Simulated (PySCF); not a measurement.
Peak assignment

Atoms are numbered as in `[CH2:1]=[CH:2][CH2:3][CH2:4][C:5]1=[CH:6][C:7](=[O:8])[SiH2:9][CH2:10]1`. Each H is labelled by its parent atom. Ha(C1) is cis to C3; Hb(C1) is trans to C3.

- coordinates at the GFN2-xTB level
- GIAO PBE0/pcSseg-1 shieldings
- run in PySCF 2.14.0 with density-fitted response routines
- averaged over atoms made equivalent by symmetry, fast rotation or ring inversion, no relativistic terms, a single conformation, gas phase

Chemical shifts δ = σref − σ; TMS for 13C (σ = 186.93 ppm), 1H (σ = 31.72 ppm), all at this level.

Q: Assign these signals to the numbered atoms. 13C{1H} NMR (computed): δ 234.7 (C), 185.3 (C), 149.8 (CH), 146.1 (CH), 122.5 (CH2), 41.8 (CH2), 36.9 (CH2), 14.7 (CH2).

A: 
234.7 → C7, carbonyl carbon
185.3 → C5, β carbon of a C=C–C=O unit: conjugation with the carbonyl draws π density from the β position
149.8 → C6, α carbon of a C=C–C=O unit: the olefinic region
146.1 → C2, alkene CH: the olefinic region
122.5 → C1, terminal =CH2 carbon: the olefinic region
41.8 → C4, allylic sp3 CH2: saturated and bonded to C and H only
36.9 → C3, allylic sp3 CH2
14.7 → C10, allylic sp3 CH2 bonded to Si

Q: Assign these signals to the numbered atoms. 1H NMR (600 MHz, computed): δ 6.29 (s, 1H), 5.84 (m, 1H), 5.32 (m, 1H), 5.24 (m, 1H), 4.06 (m, 2H), 2.62 (m, 2H), 2.47 (m, 2H), 1.65 (m, 2H).

A: 
| δ (ppm) | atoms | environment | reason |
| --- | --- | --- | --- |
| 6.29 | H(C6) | hydrogen on an α carbon of a C=C–C=O unit | attached to an sp2 carbon and in the plane of the double bond |
| 5.84 | H(C2) | hydrogen on an alkene CH | olefinic region |
| 5.32 | Ha(C1) | hydrogen on a terminal =CH2 carbon | a vinylic proton, deshielded by the sp2 carbon and the C=C anisotropy |
| 5.24 | Hb(C1) | hydrogen on a terminal =CH2 carbon | – |
| 4.06 | H(Si9) | hydrogen on a silicon bonded to 2 C, in a 5-membered ring | – |
| 2.62 | H(C4) | hydrogen on an allylic sp3 CH2 | allylic position |
| 2.47 | H(C3) | hydrogen on an allylic sp3 CH2 | – |
| 1.65 | H(C10) | hydrogen on an allylic sp3 CH2 bonded to Si | allylic position |

Ha(C1) and Hb(C1) lie closer than the usual error of such a calculation, so a measured spectrum could show them in the other order.

Shifts are as computed. Against solution values, carbons near 30 ppm lie about +3 ppm off and those near 130 ppm about +5 ppm. Of 1211 compounds with measured shifts, 218 miss one by over three times the rms of a fit or turn the order of signals round; such compounds aren't used in these exercises. No couplings were computed; multiplicities are counted from neighbouring protons, with m where these are inequivalent, close in shift, in a saturated or five-membered ring or joined by F or P, and br s for small geminal =CH2 splittings.
